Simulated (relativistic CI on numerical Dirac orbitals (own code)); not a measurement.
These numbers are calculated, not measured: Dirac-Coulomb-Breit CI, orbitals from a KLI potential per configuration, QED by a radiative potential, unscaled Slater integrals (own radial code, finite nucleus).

Configurations in the expansion (outside the closed core [Ne]): 3s²3p⁶3d, 3s²3p⁵3d², 3s3p⁶3d², 3s²3p⁶4s, 3s²3p⁶4p, 3s²3p⁶4d, 3s²3p⁵3d4s, 3s²3p⁶4f, 3s²3p⁵3d4p, 3s²3p⁵3d4d, 3s3p⁶3d4s, 3s²3p⁵3d4f, 3p⁶3d²4p, 3s3p⁶3d4p, 3s3p⁶3d4d, 3s²3p⁶5s, 3s3p⁶3d4f, 3s²3p⁶5p, 3s²3p⁶5d, 3s²3p⁶5f, 3s²3p⁶5g, 3p⁶3d³, 3p⁵3d⁴, 3p⁵3d³4s, 3p⁶3d²4s, 3p⁵3d²4s², 3p⁶3d²4d, 3p⁵3d³4d, 3p⁵3d²4s4d. Double excitations out of closed p, d and f shells are left out; levels of such configurations are missing from the list, as are those of other unlisted configurations, and high levels can miss mixing partners. These lack a partner that the ground configuration has and come out too high: 3s²3p⁵3d4p, 3s²3p⁵3d4f.

At this charge energies of transitions that change n are usually good to better than 1 %, and those within a shell (Δn = 0) to a few per cent.

Outline of the computed level scheme of Re LVII. Lowest level of each configuration: 3s²3p⁶3d ²D3/2 at 0.000 eV; 3s²3p⁵3d² ⁴D°3/2 at 257.903 eV.

Some strong electric-dipole decays among the lowest 45 levels: 3s²3p⁵3d² ²D°3/2 → 3s²3p⁶3d ²D3/2 (7.2e+12 s⁻¹); 3s²3p⁵3d² ²D°5/2 → 3s²3p⁶3d ²D5/2 (4.9e+12 s⁻¹); 3s²3p⁵3d² ²P°3/2 → 3s²3p⁶3d ²D5/2 (4.8e+12 s⁻¹); 3s²3p⁵3d² ²F°7/2 → 3s²3p⁶3d ²D5/2 (3.8e+12 s⁻¹); 3s²3p⁵3d² ²P°1/2 → 3s²3p⁶3d ²D3/2 (3.7e+12 s⁻¹); 3s²3p⁵3d² ²D°5/2 → 3s²3p⁶3d ²D5/2 (1.4e+12 s⁻¹); 3s²3p⁵3d² ²P°1/2 → 3s²3p⁶3d ²D3/2 (1.4e+12 s⁻¹); 3s²3p⁵3d² ²F°5/2 → 3s²3p⁶3d ²D3/2 (1.3e+12 s⁻¹).

LS names give the leading component of a level, which can be under half, so a name can repeat, a term be missing and a line seem to break the LS rules.
